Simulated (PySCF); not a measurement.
Compound: C₂H₁₀O₂SSi₂.
SMILES with atom numbers: `[CH3:1][O:2][Si@@H:3]([O:4][SiH3:5])[S:6][CH3:7]` (hydrogens: H8, H9, H10 on C1; H11 on Si3; H12, H13, H14 on Si5; H15, H16, H17 on C7)

Structure used (GFN2-xTB), in Å, numbered top down from 1:
```xyz
17
C2H10O2SSi2 angstrom
C     -0.5489    2.9874    0.4330
O      0.2413    1.8927    0.0681
Si    -0.2396    0.4238   -0.3773
O      1.0592   -0.5191   -0.3784
Si     2.3913   -1.1818    0.2764
S     -1.6786   -0.3037    1.0286
C     -1.6062   -2.0838    0.6605
H      0.0902    3.7011    0.9529
H     -1.3638    2.6779    1.0899
H     -0.9708    3.4587   -0.4573
H     -0.7580    0.3439   -1.7329
H      2.1018   -2.6175    0.2777
H      3.4749   -0.8181   -0.6291
H      2.5929   -0.6791    1.6325
H     -2.1932   -2.5895    1.4192
H     -2.0266   -2.2680   -0.3227
H     -0.5727   -2.4128    0.6985
```

Method used: TDDFT CAM-B3LYP/def2-SVPD, vertical, gas phase, core orbitals frozen in the response in PySCF. GFN2-xTB frequencies show an imaginary mode (22i cm⁻¹), so this geometry is no minimum at that level.

Kohn–Sham orbitals with the atoms that hold most of them (Löwdin shares over 4%, at most four atoms; ? is withheld):

```csv
orbital,ε (eV),atoms
HOMO-3,-10.48,"O4 34%, Si5 25%, H12 17%, H14 14%"
HOMO-2,-10.21,"O2 39%, O4 12%, C1 11%, S6 6%"
HOMO-1,-9.31,?
HOMO,-8.22,?
LUMO,0.87,"S6 26%, Si5 16%, C7 10%, Si3 7%"
LUMO+1,1.09,"S6 18%, Si3 15%, Si5 13%, C1 12%"
LUMO+2,1.31,"Si5 40%, S6 12%, H14 9%, H12 9%"
```

Task: Which atoms hold the HOMO-1, and with what shares?

Result: S6 (bonded to C and Si) 40%; O2 (bonded to C and Si) 14%; Si3 (bonded to 2 O, S and H) 13%; O4 (bonded to 2 Si) 8%. By element: sulfur 40%, oxygen 22%, silicon 13% or more.

Task: Give the leading atoms of the HOMO.

Result: S6 (bonded to C and Si) 72%; C7 (bonded to S and 3 H) 11%; Si3 (bonded to 2 O, S and H) 8%.

Task: How does S1 compare with the orbital gap of 9.09 eV?

Result: S1 is at 5.64 eV (f = 0.0004), 3.45 eV below the gap, made of HOMO→LUMO (61%), HOMO→LUMO+1 (19%). Without the coupling terms of the response equations the lowest excitation would equal the gap.

Next come S2 at 6.52 eV (f 0.047), HOMO→LUMO+1 (40%), HOMO→LUMO+3 (27%), HOMO→LUMO+2 (11%); S3 at 6.94 eV (f 0.0071), HOMO-1→LUMO (24%), HOMO→LUMO+3 (20%), HOMO→LUMO (12%); S4 at 7.07 eV (f 0.020), HOMO-1→LUMO (38%), HOMO→LUMO+3 (19%), HOMO-1→LUMO+1 (10%); S5 at 7.23 eV (f 0.012), HOMO→LUMO+4 (34%), HOMO→LUMO+2 (27%), HOMO→LUMO+5 (10%).

Hardware: one thread of an Intel Xeon at 2.50 GHz, no GPU, on a shared host. Cost: 2.9 min wall (with the writing of density and orbital grids), 1.2 GiB resident at most.

One conformer stands for the species.
